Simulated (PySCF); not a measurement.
## Shapes and spin states of PtSF2

Method: PBE0/[Pt def2-SVP with ECP60, S def2-SVP, F def2-SVP], scalar-relativistic core potentials, density fitting, no spin–orbit coupling, PySCF.

Relaxations began from a few typed shapes and spin states; open shells are unrestricted. The search is not exhaustive: other isomers or separated fragments can lie lower, and high-lying points may rest on an excited occupation.

```
                                                 spin  group                            bonds                             angles  imaginary modes (cm⁻¹)  ΔE (kJ/mol)  ΔE with ZPE (kJ/mol)
                                              triplet    C2v  Pt–F 1.899 Å (×2), Pt–S 2.085 Å  F–Pt–F 159.0°, F–Pt–S 100.5° (×2)                    none          0.0                   0.0
singlet (closed shell, unstable to spin polarisation)    C2v  Pt–F 1.867 Å (×2), Pt–S 2.078 Å  F–Pt–F 144.0°, F–Pt–S 108.0° (×2)                    none         51.2                  51.8
                                              quintet    C2v  Pt–F 1.897 Å (×2), Pt–S 2.289 Å   F–Pt–F 163.5°, F–Pt–S 98.3° (×2)                    none        119.8                 117.7
```

The lowest minimum found is the triplet C2v: Pt–F 1.899 Å (×2), Pt–S 2.085 Å; F–Pt–F 159.0°, F–Pt–S 100.5° (×2).

Formally Pt is in oxidation state +4, d6, with 2 unpaired electrons (the high-spin count would be 4). The Mulliken spin on Pt is 0.59, so most of the spin sits on the ligands and the formal count fails. The polar-tensor charge on Pt, 0.94, is far below the formal one.

For the lowest minimum: with open d or f shells other occupations or spin states may lie lower. No spin–orbit coupling is included, which matters more the heavier the element.
